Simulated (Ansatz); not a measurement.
Cost and result for the atomization energy of C₂H₆BFSe (11 atoms, 11 bonds).

```xyz
11

B    -1.2719   -0.7677   -0.4418
C    -0.1601   -0.2469   -1.3680
F     0.0900    1.0717   -1.5301
Se    0.7662   -0.9958    0.3158
C     0.9331    0.6821    1.2789
H    -1.8579    0.0017    0.2602
H    -1.6785   -1.8727   -0.6524
H     0.2506   -0.8038   -2.2071
H     1.8561    0.6237    1.8534
H     0.0770    0.8147    1.9346
H     0.9953    1.4930    0.5565
```

Total charge 0; spin multiplicity 1. Correlated methods include outer-core shells of Se, which these sets cover unevenly. Scalar relativity is left out up to krypton. The bonds changed during the relaxation, so this is another structure than the one it started from. The geometry is a stationary point of PBE0-D4/def2-TZVP. It is one conformer, not always the lowest. Program: Ansatz. All runs use 4 threads of an Intel Xeon on a shared host. Times are those of one run each, without the atoms' runs, and a repeat can differ threefold. Electronic energies, without spin–orbit coupling; frozen cores. CCSD(T)/CBS adds CCSD(T) − MP2 in def2-TZVPP to the MP2 limit, and its time is that of the two runs behind it. T1 = 0.012. With those shells the extrapolation isn't a true limit. B3LYP takes the VWN-RPA correlation (the form of Gaussian; ORCA's B3LYP/G).

CCSD(T)/CBS is a level of theory with its own doubt, some kJ/mol a heavy atom from the limit and from the frozen cores, so smaller differences don't rank the functionals.

```csv
level,functions,wall time,atomization (kcal/mol),difference from CCSD(T)/CBS,per bond
PBE-D4/def2-TZVPP (with forces),256,2.5 s,965.6,28.0,2.5
PBE0-D4/def2-TZVPP,256,3.1 s,946.4,8.8,0.8
r2SCAN-D4/def2-TZVPP (with forces),256,4.4 s,947.3,9.7,0.9
B3LYP-D4/def2-TZVPP (with forces),256,4.8 s,939.7,2.1,0.2
B2PLYP/def2-TZVPP,256,6 s,929.0,-8.6,-0.8
ωB97X-V/def2-TZVPP,256,7.5 s,940.0,2.4,0.2
ωB97M-V/def2-TZVPP (with forces),256,10 s,940.2,2.6,0.2
MP2/def2-QZVPP,497,25 s,945.1,7.5,0.7
CCSD(T)/def2-TZVPP,256,2.5 min,915.7,-21.9,-2.0
CCSD(T)/CBS(def2),–,2.9 min,937.6,0.0,0.0
```

In def2-TZVPP, CCSD(T) changes the Hartree–Fock value by +234.3 kcal/mol (the triples alone add +15.8 kcal/mol) and MP2 by +251.0 kcal/mol; breaking electron pairs costs correlation energy, which Hartree–Fock lacks. From PBE to PBE0 (25 % exact exchange), in def2-TZVPP and without D4, the atomization energy moves by −18.2 kcal/mol: exact exchange takes away binding that semilocal exchange gives to molecules. The D4 term adds +9.1 kcal/mol with B3LYP and +4.7 kcal/mol with PBE0; it sums over pairs of atoms, weighted by their polarisabilities, and B3LYP, whose exchange is more repulsive, gets the larger term.
